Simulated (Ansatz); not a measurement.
Molecule: sum formula H4Si2OF, net charge 0, doublet state. It need not be the lowest isomer of its formula. SMILES: F[SiH2]O[SiH2]
Coordinates optimised at B3LYP-D3(BJ)/def2-TZVP (Ansatz, a program for electronic structure):
```xyz
8

F     -1.7237     0.7099    -0.8053
Si    -1.1581    -0.4729     0.1127
O      0.3875    -0.1648     0.4999
Si     1.9096     0.3034     0.0794
H     -1.9591    -0.5069     1.3459
H     -1.2467    -1.7161    -0.6740
H      2.8353    -0.1908     1.1323
H      2.2627    -0.2834    -1.2440
```
Charge 0, spin multiplicity 2.

Property: atomisation energy (electronic, to ground-state atoms), in eV. Correlated levels leave the core frozen unless marked. Open shells are spin-unrestricted. No spin-orbit coupling. Non-relativistic unless marked X2C. The coupled-cluster limit lacks core correlation, which all-electron functionals hold. CBS marks a two-point X^-3 extrapolation of the correlation energy; Hartree-Fock from the larger set.

| level | program | atomisation energy (eV) | minus last row |
|---|---|---|---|
| HF/cc-pV(D+d)Z | Ansatz | 20.51 | -8.44 |
| PBE-D4/def2-TZVPD | Ansatz + dftd4 | 28.54 | -0.41 |
| BLYP-D4/def2-TZVPD | Ansatz + dftd4 | 28.50 | -0.45 |
| revPBE-D3(BJ)/def2-TZVPD | Ansatz + dftd3 | 27.79 | -1.16 |
| revPBE/def2-TZVPD | Ansatz | 27.42 | -1.53 |
| r2SCAN-D4/def2-TZVPD | Ansatz + dftd4 | 28.77 | -0.18 |
| PBE0-D3(BJ)/def2-TZVPD | Ansatz + dftd3 | 28.16 | -0.79 |
| PBE0-D4/def2-TZVP | Ansatz + dftd4 | 28.17 | -0.78 |
| PBE0/def2-TZVP | Ansatz | 28.03 | -0.92 |
| PBE0/def2-QZVPP | Ansatz | 28.12 | -0.83 |
| r2SCANh/def2-TZVPD | Ansatz | 28.53 | -0.42 |
| CAM-B3LYP-D3(BJ)/def2-TZVPD | Ansatz + dftd3 | 28.88 | -0.07 |
| CAM-B3LYP-D4/def2-TZVPD | Ansatz + dftd4 | 28.89 | -0.06 |
| RPA@PBE/cc-pV(T+d)Z | Ansatz | 26.57 | -2.38 |
| RI-MP2/cc-pV(Q+d)Z | Ansatz | 29.13 | 0.18 |
| SCS-MP2/aug-cc-pV(Q+d)Z | Ansatz | 29.22 | 0.27 |
| CCSD/aug-cc-pV(D+d)Z | Ansatz | 26.15 | -2.80 |
| CCSD/cc-pV(Q+d)Z | Ansatz | 28.23 | -0.72 |
| CCSD/CBS(cc-pV(T+d)Z,cc-pV(Q+d)Z) | Ansatz | 28.55 | -0.40 |
| X2C-CCSD(T)/cc-pVTZ-DK | Ansatz | 27.57 | -1.38 |
| CCSD(T)/CBS(aug-cc-pV(T+d)Z,aug-cc-pV(Q+d)Z) | Ansatz | 28.95 | 0.00 |
